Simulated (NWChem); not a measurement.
C$_{2}$H$_{7}$BO$_{2}$; SMILES OB(O)CC

```xyz
12

B      0.0038     0.5956    -0.0095
C     -0.7664    -0.7848    -0.0544
C      0.1084    -2.0283     0.0466
H     -1.3524    -0.8060    -0.9936
H     -1.5305    -0.7847     0.7460
H      0.6657    -2.0476     0.9957
H      0.8573    -2.0529    -0.7593
H     -0.4812    -2.9565    -0.0136
O      1.3628     0.6121    -0.0197
H      1.7013     1.5145     0.0023
O     -0.6380     1.8055     0.0302
H     -1.5953     1.7232     0.0375
```
Atoms are numbered in this order, from 1.

Level: PBE0/def2-SVP (NWChem), optimised geometry, unscaled harmonic frequencies. 

Problem. List the harmonic frequencies with IR intensities, and the thermochemistry.

Solution. 
```csv
frequency (cm⁻¹),IR intensity (km/mol)
25,0.2
196,2.2
209,0.1
398,10.3
440,11.8
489,19.3
513,147.9
634,65.6
750,14.9
768,36.7
980,23.9
999,118.1
1004,5.1
1030,83.6
1086,5.9
1251,92.2
1258,13.4
1392,26.3
1415,208.3
1427,15.3
1457,204.5
1473,6.0
1479,75.9
3031,26.2
3058,28.1
3072,13.9
3146,24.6
3155,19.0
3890,72.8
3933,72.4
```

zero-point energy: 62.8 kcal/mol
thermal correction to the enthalpy at 298.15 K (with zero-point energy): 67.4 kcal/mol
heat capacity Cv: 22.1 cal/(mol K)
entropy at 298.15 K and 1 atm (symmetry number 1): 79.6 cal/(mol K)
dipole moment: 1.53 D

Rigid rotor and harmonic oscillator; modes under 100 cm⁻¹ make the entropy uncertain.
